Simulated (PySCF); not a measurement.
SnH₃F, SMILES [F][SnH3].

Coordinates come from a B3LYP-D3(BJ)/def2-TZVP optimisation. The def2 effective core potentials stand for the cores of Sn; spin–orbit coupling is left out.

Computed with PBE0/def2-TZVPD (PySCF).

Symmetry labels are those of the subgroup Cs that the program uses (full group C3v).

Computed valence orbital energies around the gap with their symmetry:
| orbital | symmetry | energy (eV) |
|---|---|---|
| HOMO−7 | A" | -28.96 |
| HOMO−6 | A' | -28.58 |
| HOMO−5 | A' | -14.97 |
| HOMO−4 | A' | -11.11 |
| HOMO−3 | A" | -10.96 |
| HOMO−2 | A' | -10.96 |
| HOMO−1 | A' | -9.42 |
| HOMO | A" | -9.42 |
| LUMO | A' | -0.95 |
| LUMO+1 | A' | -0.39 |
| LUMO+2 | A" | 0.62 |
| LUMO+3 | A' | 0.62 |
